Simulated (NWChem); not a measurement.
# C2H7S cation; SMILES C[SH+]C

Computed with NWChem. Pople sets run with spherical d functions. Structure relaxed at the PBE-D3(BJ)/def2-SVP level. Level: PBE0/6-31G* with SMD (1 M gas to 1 M solution), gas-phase geometry. Reactions with the solvent are ignored.

### Question
Predict the results for solvent water. Quantities: solvation free energy (kcal/mol); cavity-dispersion-structure term (kcal/mol).

### Answer
```
Item                                         Value
-------------------------------------------  -----
solvation free energy (kcal/mol)             -58.2
cavity-dispersion-structure term (kcal/mol)    3.7
```
